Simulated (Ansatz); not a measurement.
`[F][SnH]([Cl])[Cl]` and `[NH2][SnH]([F])[Cl]` differ in one atom or group.

Ansatz, PBE0-D4/def2-TZVP geometries, multiplicity 1. Each molecule was computed in one conformer, which needn't be the lowest.

Elements past krypton have def2 core potentials.

```
                                                                                  property  `[F][SnH]([Cl])[Cl]`
ideal-gas entropy at 298 K and 1 bar (rigid rotor, harmonic PBE0-D4/def2-TZVP) / J/(mol·K)                   344
                                          size of the dipole moment (B3LYP/def2-TZVPP) / D                  2.49
                                                        HOMO energy (PBE0/def2-TZVPP) / eV                 -9.62
                                                        LUMO energy (PBE0/def2-TZVPP) / eV                 -2.18
                                                         HOMO energy (PBE/def2-TZVPP) / eV                 -8.17
                                                      HOMO–LUMO gap (PBE0/def2-TZVPP) / eV                  7.44
```

Problem. What does the change do to each property? (Estimate.)

Solution. The calculation gave: 
```tsv
property	`[NH2][SnH]([F])[Cl]`	shift
ideal-gas entropy at 298 K and 1 bar (rigid rotor, harmonic PBE0-D4/def2-TZVP) / J/(mol·K)	351	7
size of the dipole moment (B3LYP/def2-TZVPP) / D	2.45	-0.04
HOMO energy (PBE0/def2-TZVPP) / eV	-8.32	1.30
LUMO energy (PBE0/def2-TZVPP) / eV	-1.25	0.93
HOMO energy (PBE/def2-TZVPP) / eV	-6.82	1.35
HOMO–LUMO gap (PBE0/def2-TZVPP) / eV	7.07	-0.37
```

With PBE0 the HOMO rises by 1.30 eV and the LUMO rises by 0.93 eV, so the gap narrows by about 0.37 eV. PBE moves the HOMO by 1.35 eV and ωB97M-V by 1.17 eV. The zero-point energy changes by 63.2 kJ/mol with +6 modes. Dipoles are sizes alone; their direction can turn.

B3LYP here is the variant with VWN-RPA as its local correlation; programs differ in this.
